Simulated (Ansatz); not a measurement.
Basis-set extrapolation for ClH3O3Si, SMILES `O[Si](O)(O)Cl` (PBE0-D4/def2-TZVP geometry, frozen core, Ansatz). Multiplicity 1, RHF reference.

```json
{"": "HF", "def2-TZVPP": "-975.134327", "def2-QZVPP": "-975.167925"}
{"": "MP2 correlation", "def2-TZVPP": "-1.020434", "def2-QZVPP": "-1.110111"}
{"": "CCSD(T) correlation", "def2-TZVPP": "-1.082217", "def2-QZVPP": "not run"}
```

Energies in hartree. Use E(X) = E(∞) + A·exp(−7.88·√X) for Hartree–Fock and E(X) = E(∞) + B·X^(−2.97) for correlation, with X = 3 and 4, and add CCSD(T) minus MP2 of the smaller set to the MP2 limit.

What is the CCSD(T) energy at the basis-set limit?

HF limit: -975.167925 + (-0.033598) × 0.13774 = -975.17255. MP2 limit: -1.110111 + (-0.089677) × 0.74074 = -1.17654. Higher-order term: -1.082217 − (-1.020434) = -0.06178. Total: -976.41087 hartree, 121.9 kcal/mol below CCSD(T)/def2-TZVPP.
